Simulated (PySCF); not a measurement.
CH8FNOSi2, SMILES O[Si@H]([Si@H](C)N)F. Atoms are numbered in the order given.

```xyz
14

C     -1.2019     0.8364     1.8020
Si    -1.2039     0.3063    -0.0102
N     -1.8860    -1.2494    -0.3906
Si     1.0201     0.0940    -0.6970
O      1.9313     1.1339     0.2291
F      1.4482    -1.4559    -0.3519
H     -0.6887     0.0876     2.4267
H     -2.2248     0.9688     2.1914
H     -0.6613     1.7914     1.9100
H     -1.9326     1.3410    -0.8056
H     -2.8765    -1.4361    -0.2643
H     -1.3326    -2.0769    -0.1857
H      1.3463     0.2635    -2.1442
H      2.8718     1.2174     0.0291
```
Charge 0, spin multiplicity 1.

The structure is a stationary point at B3LYP-D3(BJ)/def2-SVP. The structure was generated by enumeration; whether it is a known compound was not checked. One conformer was computed; it need not be the lowest.

Method: B3LYP/pcSseg-1 (PySCF).

GIAO shieldings, no solvent; atoms listed in one row are averaged. δ = σ(ref) − σ: ¹³C against TMS (σ = 181.3 ppm); ²⁹Si against TMS (σ = 338.7 ppm); ¹⁵N against NH3 (σ = 265.5 ppm); ¹⁷O against H2O (σ = 333.8 ppm); ¹⁹F against CFCl3 (σ = 161.7 ppm); ¹H against TMS (σ = 31.68 ppm), references at their B3LYP-D3(BJ)/def2-TZVP geometries, non-relativistic.

| nucleus | atoms | count | δ (ppm) |
|---|---|---|---|
| ¹³C | C1 | 1 | 4.9 |
| ²⁹Si | Si4 | 1 | 1.3 |
| ²⁹Si | Si2 | 1 | -31.5 |
| ¹⁵N | N3 | 1 | 13.3 |
| ¹⁷O | O5 | 1 | 70.0 |
| ¹⁹F | F6 | 1 | -174.6 |
| ¹H | H13 | 1 | 5.67 |
| ¹H | H10 | 1 | 4.82 |
| ¹H | H14 | 1 | 2.85 |
| ¹H | H12 | 1 | 0.70 |
| ¹H | H7, H8, H9 | 3 | 0.60 |
| ¹H | H11 | 1 | 0.43 |
